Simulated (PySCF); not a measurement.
Compound: CH₁₁GeNSi₂.
Structure used (PBE0-D3(BJ)/def2-SVP), in Å, numbered top down from 1:
```
atom  x, y, z in Å
C1    -2.286    0.315    0.436
N2    -1.047    0.997    0.137
Si3    0.441    0.659    0.975
Si4    1.353   -1.480    0.563
Ge5    2.017    2.325    0.333
H6    -3.153    0.911    0.109
H7    -2.377   -0.689   -0.023
H8    -2.383    0.183    1.526
H9    -0.961    1.267   -0.837
H10    0.171    0.750    2.446
H11    1.725   -1.612   -0.883
H12    0.375   -2.569    0.884
H13    2.587   -1.703    1.383
H14    3.430    1.967    0.830
H15    2.069    2.428   -1.205
H16    1.636    3.709    0.890
```

Jobs on this species (16 atoms, 84 electrons) with PySCF (density fitting). Hardware of each: an Arm Neoverse V1 with one thread (shared host). The host was shared with other jobs, so the times are rough.

Question: Rank these jobs by wall time, shortest first.
A. CAM-B3LYP/def2-SVPD; 10 singlets by full TDDFT, 4 Tamm–Dancoff triplets, polarisability, ΔSCF ions; 214 basis functions
B. PBE0-D3(BJ)/def2-SVP, grid level 1; geometry optimisation from a GFN2-xTB start; 151 basis functions
C. B3LYP/pcSseg-1; shieldings; 178 basis functions

Answer: C (22 s), A (87 s), B (2.8 min).

All jobs:

```csv
level and settings,work,basis functions,SCF cycles,wall time
B3LYP/pcSseg-1,shieldings,178,11,22 s
PBE0/pcSseg-1,"shieldings, charges and field gradients",178,11,26 s
"delta-SCF UKS SCAN, pcX-2 on the ionised atom, pcseg-1 elsewhere, spin-free X2C","ΔSCF core ionisation, 6 holes",188,84,68 s
CAM-B3LYP/def2-SVPD,"10 singlets by full TDDFT, 4 Tamm–Dancoff triplets, polarisability, ΔSCF ions",214,10,87 s
"PBE0-D3(BJ)/def2-SVP, grid level 1",geometry optimisation from a GFN2-xTB start,151,84,2.8 min
```

Question: What do all jobs in the table cost together?

Answer: About 6.2 min; the longest takes about 45 % of that, and about 7.6 times as long as the shortest.
